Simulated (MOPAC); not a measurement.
MOPAC input (PM7):

```
PM7 PRECISE GNORM=0.05 LET XYZ UHF MS=0.5 GEO-OK AUX(PRECISION=9) THREADS=1
H2Cl3Si2

Si    2.24447700 1   -0.20178400 1    0.48718400 1
Si   -0.01344100 1    0.00248600 1   -0.00009900 1
Cl   -0.52484900 1   -0.83749200 1   -1.80852300 1
Cl   -1.12153700 1   -0.92371800 1    1.46046100 1
Cl   -0.52869400 1    1.98993100 1   -0.05989300 1
H     2.65498900 1   -1.62134400 1    0.61046900 1
H     3.08685700 1    0.52326600 1   -0.49440600 1
```

From the output:

```
                                                       MOPAC v23.2.5 Linux

          FINAL HEAT OF FORMATION =        -93.91093 KCAL/MOL =    -392.92333 KJ/MOL

          COSMO AREA              =        159.88 SQUARE ANGSTROMS
          COSMO VOLUME            =        162.97 CUBIC ANGSTROMS

          GRADIENT NORM           =          0.01907          =       0.00721 PER ATOM
          IONIZATION POTENTIAL    =         10.010485 EV
          ALPHA SOMO LUMO (EV)    =        -10.010 -1.590
          BETA  SOMO LUMO (EV)    =        -11.372 -2.127
          NO. OF ALPHA ELECTRONS  =         16
          NO. OF BETA  ELECTRONS  =         15
          MOLECULAR WEIGHT        =        164.5458         POINT GROUP:  Cs

          MOLECULAR DIMENSIONS (Angstroms)

            Atom       Atom       Distance
            H     6   Cl     5     4.69919
            H     7   Cl     4     4.54684
           Cl     3    H     7     2.74276

          SCF CALCULATIONS        =         21

   ATOM   CHEMICAL          X               Y               Z
  NUMBER   SYMBOL      (ANGSTROMS)     (ANGSTROMS)     (ANGSTROMS)

     1      Si          2.09212415  *  -0.25637192  *   0.32221217  *
     2      Si         -0.00354038  *  -0.00505791  *  -0.01135829  *
     3      Cl         -0.50975132  *  -0.82685656  *  -1.78273320  *
     4      Cl         -1.05391569  *  -0.90886341  *   1.45174529  *
     5      Cl         -0.47267268  *   1.95445714  *  -0.04269615  *
     6       H          2.61716310  *  -1.43567091  *   0.97826421  *
     7       H          3.05380517  *   0.72478501  *  -0.13517475  *

                             CARTESIAN COORDINATES

   1   Si        2.092124151    -0.256371923     0.322212174
   2   Si       -0.003540376    -0.005057913    -0.011358287
   3   Cl       -0.509751315    -0.826856564    -1.782733204
   4   Cl       -1.053915687    -0.908863406     1.451745295
   5   Cl       -0.472672678     1.954457139    -0.042696145
   6    H        2.617163103    -1.435670910     0.978264213
   7    H        3.053805166     0.724785009    -0.135174749

           Empirical Formula: H2 Si2 Cl3  =     7 atoms

      MOLECULAR POINT GROUP   :   Cs

          ALPHA EIGENVALUES
 -27.57655 -25.91694 -25.88725 -19.46248 -15.78367 -14.90177 -14.89609 -13.99446
 -13.50659 -12.66076 -12.57800 -12.03652 -12.00116 -11.77653 -11.41744 -10.01049
  -1.59039  -1.52649  -0.91386   2.29689   2.83468   5.87533  17.78525  18.32782
  18.52342  18.89604  19.56326  20.68520  20.86727  21.07543  21.72932  22.24772
  68.37957  68.39832  68.47899  68.56589  68.58910  68.85775  69.20037  69.21415
  69.55085  69.58169  69.80258  69.96220  69.98448  70.21590  70.45767

           BETA EIGENVALUES
 -27.52116 -25.86240 -25.84380 -19.14278 -15.72387 -14.89628 -14.83375 -14.00422
 -13.53140 -12.62303 -12.56901 -12.02367 -12.00359 -11.77323 -11.37178  -2.12734
  -1.58926  -1.03250  -0.86786   2.26681   2.83183   6.38260  18.03608  18.35491
  18.71760  19.04647  19.66720  20.71496  20.95581  21.16333  21.82565  22.27863
  68.38357  68.41128  68.48547  68.56925  68.59548  68.85951  69.20318  69.22164
  69.55419  69.58871  69.81026  69.96389  69.98799  70.22699  70.45739

              NET ATOMIC CHARGES AND DIPOLE CONTRIBUTIONS

  ATOM NO.   TYPE          CHARGE      No. of ELECS.   s-Pop       p-Pop       d-Pop
    1         Si           0.021613        3.9784     0.91993     2.98437     0.07409
    2         Si           0.250441        3.7496     0.84926     2.67461     0.22568
    3         Cl          -0.131016        7.1310     1.98046     5.14812     0.00243
    4         Cl          -0.125178        7.1252     1.98041     5.14230     0.00246
    5         Cl          -0.125118        7.1251     1.98041     5.14224     0.00246
    6          H           0.054629        0.9454     0.94537
    7          H           0.054628        0.9454     0.94537
 DIPOLE           X         Y         Z       TOTAL
 POINT-CHG.     2.939    -0.327     0.516     3.002
 HYBRID        -1.204     0.146    -0.188     1.227
 SUM            1.735    -0.181     0.328     1.775

          ATOMIC ORBITAL ELECTRON POPULATIONS

     Atom    s        px        py        pz      x^2-y^2     xz        z^2       yz        xy
    1 Si   0.91993   0.94564   1.04272   0.99600   0.01635   0.01231   0.00729   0.01260   0.02554
    2 Si   0.84926   1.07486   0.79701   0.80275   0.04654   0.03695   0.05000   0.05327   0.03892
    3 Cl   1.98046   1.89422   1.82469   1.42921   0.00025   0.00063   0.00075   0.00066   0.00015
    4 Cl   1.98041   1.74567   1.80184   1.59479   0.00043   0.00068   0.00049   0.00055   0.00031
    5 Cl   1.98041   1.90004   1.31391   1.92829   0.00081   0.00007   0.00047   0.00044   0.00067
    6  H   0.94537
    7  H   0.94537

                    (SZ)    =    0.500000
                    (S**2)  =    0.751574

          ATOMIC ORBITAL SPIN POPULATIONS

    Atom   Total    s     px     py     pz   x^2-y^2  xz     z^2    yz     xy
         Atomic
    1 Si  1.0176  0.031  0.016  0.220  0.754 -0.000 -0.000 -0.001 -0.001 -0.000
    2 Si -0.0184 -0.004 -0.015 -0.002 -0.004  0.000  0.004  0.001  0.000  0.001
    3 Cl  0.0206 -0.000  0.010  0.000  0.010  0.000  0.000 -0.000 -0.000 -0.000
    4 Cl  0.0055 -0.000  0.004  0.001 -0.000  0.000 -0.000  0.000 -0.000  0.000
    5 Cl  0.0053 -0.000  0.002  0.003  0.001 -0.000  0.000 -0.000  0.000  0.000
    6  H -0.0153 -0.015
    7  H -0.0153 -0.015

 **********************
 *                    *
 * JOB ENDED NORMALLY *
 *                    *
 **********************

 == MOPAC DONE ==
```

The geometry given is a B3LYP-D3(BJ)/def2-TZVP minimum.
